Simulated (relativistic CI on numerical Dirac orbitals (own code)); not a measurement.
## Ru XXXVII: sensitivity of the levels to the model

Base calculation: Dirac-Coulomb-Breit CI, KLI orbitals optimised for each configuration, model QED, unscaled Slater integrals.

CI space (outside the closed core 1s2): 2s2 2p4, 2s 2p5, 2p6, 2p5 3s, 2p5 3p, 2p5 3d, 2s2 2p3 3s, 2s2 2p3 3p, 2s2 2p3 3d, 2s 2p4 3s, 2s 2p4 3p, 2s 2p4 3d, 2s2 2p3 4s, 2s2 2p3 4p, 2s2 2p3 4d, 2s2 2p3 4f, 2s 2p4 4s, 2s 2p4 4p, 2s 2p4 4d, 2s 2p4 4f, 2s2 2p2 3s2, 2s2 2p2 3s 3p, 2s2 2p3 5s, 2s2 2p3 5p, 2s2 2p3 5d, 2s2 2p3 5f, 2s2 2p3 5g, 2s2 2p2 3p2, 2s2 2p2 3s 3d, 2s2 2p2 3p 3d, 2s 2p3 3s2, 2s2 2p2 3d2, 2s 2p3 3s 3p, 2s 2p3 3p2, 2s 2p3 3s 3d, 2s 2p4 5s. Levels of other configurations are missing.

Variants: (1) valence Slater integrals scaled by 0.9; (2) Breit term removed. Shifts of the energy above 2s2 2p4 3P_2, in eV, for the lowest level and the first level of each name with at least 55 % of one term (blank where a level changes its place among those of its configuration and J or its character, or is not in the variant):

| Level | Base | Δ(1) | Δ(2) |
| --- | --- | --- | --- |
| 2s2 2p4 3P_2 | 0.00 | 0.00 | 0.00 |
| 2s2 2p4 1S_0 | 27.80 | -2.21 | -1.49 |
| 2s2 2p4 3P_1 | 132.28 | +0.62 | +1.44 |
| 2s2 2p4 1D_2 | 147.02 | -1.06 | +2.89 |
| 2s2 2p4 3P_0 | 289.78 | -1.16 | +3.51 |
| 2s 2p5 3P°_2 | 332.84 | +1.18 | -0.36 |
| 2s 2p5 3P°_1 | 370.75 | -1.74 | -0.57 |
| 2s 2p5 3P°_0 | 471.32 | +1.20 | +1.25 |
| 2s 2p5 1P°_1 | 501.95 | -2.72 | +1.77 |
| 2p6 1S_0 | 734.51 | -1.58 | -1.46 |
| 2s2 2p3 3p 3P_0 | 2964.55 | -2.05 | +1.85 |
| 2s2 2p3 3s 3D°_3 | 2980.27 | -0.09 | +6.66 |
| 2s2 2p3 3s 1D°_2 | 2984.93 | -0.56 | +6.41 |
| 2s2 2p3 3s 3P°_0 | 3003.07 | -1.76 | +3.90 |
| 2s2 2p3 3s 3P°_1 | 3005.09 | -2.02 | +4.23 |
| 2s2 2p3 3p 3D_1 | 3058.31 | -0.83 | +3.95 |
| 2s2 2p3 3p 3F_4 | 3077.57 | -0.13 | +6.85 |
| 2s 2p4 3s 5P_3 | 3132.03 | +3.16 | +3.33 |
| 2s 2p4 3s 3P_2 | 3147.46 | +1.52 | +3.08 |

At this charge energies of transitions that change n are usually good to better than 1 %, and those within a shell (Δn = 0) to a few per cent.

Ionisation energy from the two ground configurations alone: base 5133.07 eV; Breit term removed 5136.44 eV. The NIST ASD value (semi-empirical) is 5136 eV.

LS names give the leading component of a level, which can be under half, so a name can repeat, a term be missing and a line seem to break the LS rules.
